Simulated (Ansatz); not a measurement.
Cl$_{2}$H$_{2}$Se$_{2}$Si (`Cl[Si](Cl)([SeH])[SeH]`). Charge 0, multiplicity 1.

Z-matrix (Å, degrees):
```
Si
Cl 1 2.043
Se 1 2.257 2 103.8
Cl 1 2.043 2 108.6 3 -120.7
Se 1 2.257 2 113.2 3 124.7
H 3 1.470 1 91.8 2 175.3
H 5 1.470 1 91.8 2 -67.1
```

What are the harmonic wavenumbers in cm⁻¹ at PBE0-D4/def2-TZVP (Ansatz, finite differences of forces, unscaled)? (An estimate is asked.)

Computed: 85, 108, 147, 162, 165, 198, 245, 299, 489, 550, 571, 666, 692, 2440, 2441.

Is this a minimum?

Yes, all 15 modes are real.

Give the ideal-gas thermochemistry at 298.15 K and 1 bar (rigid rotor, harmonic oscillator; point group C2, symmetry number 2).

Zero-point energy 55.4 kJ/mol; H(298) − E = 80.2 kJ/mol; entropy 396.8 J/(mol·K), of which translation 178.2, rotation 124.3, vibration 94.3; G(298) − E = -38.1 kJ/mol. Modes under 100 cm⁻¹ are hindered rotations or soft bends, so the harmonic entropy is rough.
